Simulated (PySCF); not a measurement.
Q: Write Cartesian coordinates for InChI=1S/C4H5FSi2/c1-2-7(5)4-3-6-7/h1,3-4H,6H2/t7-/m1/s1 as optimised with PBE0-D3(BJ)/def2-SVP.

A: 
```xyz
12
C4H5FSi2 angstrom
C      0.546   -2.926    1.184
C      0.006   -1.861    0.945
Si    -0.731   -0.232    0.568
F     -2.165   -0.183    1.339
C     -0.749    0.189   -1.253
C      0.125    1.225   -1.337
Si     0.631    1.654    0.441
H      1.013   -3.872    1.396
H     -1.242   -0.262   -2.123
H      0.424    1.675   -2.293
H      0.088    2.962    0.921
H      2.094    1.602    0.747
```

Orientation and origin are arbitrary. Atoms count from 1 in this order. The 4-membered ring Si3–C5–C6–Si7 has internal angles of 73.3° to 106.7°; it is slightly puckered (a soft mode that the optimisation may not have finished), 0.03 Å rms from its mean plane, widest ring torsion 6°. Si3 (fluorine-bound silicon) has angles from 76.7° to 121.1°. The C–C distances run from 1.217 Å (C1≡C2, drawn triple) to 1.358 Å (C5=C6, drawn double), a spread of 0.141 Å. Si7 (SiH2 silicon) has angles from 73.3° to 122.1°.

Bonds between heavy atoms (Å): C1≡C2 1.217, C2–Si3 1.827, Si3–F4 1.629, Si3–C5 1.869, C5=C6 1.358, C6–Si7 1.897, Si3–Si7 2.330.

Method: PBE0-D3(BJ)/def2-SVP geometry optimisation, gas phase in PySCF 2.14.0.

Point group: C1 (no symmetry element, even within 0.4 Å). PBE0-D3(BJ)/def2-SVP frequencies: not computed here.
